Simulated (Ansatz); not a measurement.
A nudged elastic band was laid between two geometries of BCl2H2N + H2 (8 atoms, charge 0, multiplicity 1).

Method: Ansatz 0.2.0, RKS PBE-D4/6-31G*.

```yaml
movable_images: 7
climbing_image: yes
spring: 2.0 to 10.0 eV/Å², energy-weighted
optimiser: quadratic models (default)
start_path: through a guess of the saddle point
force_threshold: 0.05 eV/Å
iteration_limit: 60
end_points: relaxed
```

Initial state:

```xyz
8
Properties=species:S:1:pos:R:3
B 0.100 -0.703 0.158
N 0.018 -0.274 1.487
H -0.856 -0.278 2.009
H 0.830 0.052 2.006
Cl 1.661 -0.675 -0.691
Cl -1.360 -1.266 -0.686
H -0.665 3.166 1.254
H -0.519 2.431 1.194
```

Final state:

```xyz
8
Properties=species:S:1:pos:R:3
B -0.019 0.445 0.055
N -0.169 0.331 1.683
H -0.293 -0.657 1.952
H 0.673 0.690 2.154
Cl 1.497 -0.552 -0.321
Cl -1.598 -0.277 -0.591
H 0.109 1.615 -0.214
H -0.991 0.859 2.012
```

Q: What changes between the two ends?

A: Bonds broken: H7–H8. Bonds formed: B1–H7, N2–H8. BCl2H2N + H2 becomes BCl2H4N.

Q: Give the energies along the band, and the barrier.

A: It converged. The highest image is number 4 of 0 to 8, 168.4 kJ/mol above the first end and 186.7 kJ/mol above the last; the last end lies 18.2 kJ/mol below the first. Another band between the same ends (7 images) ends at a top of the same energy, where a vibrational analysis finds 1 clearly imaginary mode. The orbitals stay closed-shell, which can raise the energy where a bond breaks towards radicals; this wasn't checked here.

| image | path coordinate (Å) | energy (kJ/mol) | H7–H8 (Å) | B1–H7 (Å) | N2–H8 (Å) |
| --- | --- | --- | --- | --- | --- |
| 0 | 0.00 | 0.0 | 0.75 | 4.09 | 2.77 |
| 1 | 1.63 | 3.2 | 0.75 | 3.02 | 2.74 |
| 2 | 2.49 | 43.0 | 0.75 | 2.18 | 2.14 |
| 3 | 2.94 | 122.3 | 0.81 | 1.70 | 1.76 |
| 4 | 3.29 | 168.4 | 0.99 | 1.41 | 1.43 |
| 5 | 3.56 | 130.3 | 1.25 | 1.31 | 1.19 |
| 6 | 3.90 | 50.0 | 1.62 | 1.23 | 1.04 |
| 7 | 4.52 | -8.6 | 2.33 | 1.21 | 1.03 |
| 8 | 5.88 | -18.2 | 2.60 | 1.21 | 1.03 |

Q: What is the geometry of the highest image?

A: 
```xyz
8
Properties=species:S:1:pos:R:3:forces:R:3
B -0.086 0.188 0.262 -0.01 0.00 0.00
N -0.073 0.214 1.808 0.01 -0.02 0.01
H -0.850 -0.251 2.281 0.00 0.01 0.00
H 0.827 0.047 2.261 0.00 0.00 0.00
Cl 1.534 -0.101 -0.499 0.00 0.00 0.00
Cl -1.548 -0.606 -0.458 0.00 0.00 0.00
H -0.314 1.566 0.048 0.00 0.00 0.00
H -0.281 1.397 1.026 0.00 0.00 0.00
```

Time of the run: 2.9 min on 1 thread of Intel(R) Xeon(R) Platinum 8488C (Sapphire Rapids) (shared host), peak memory 0.13 GiB.
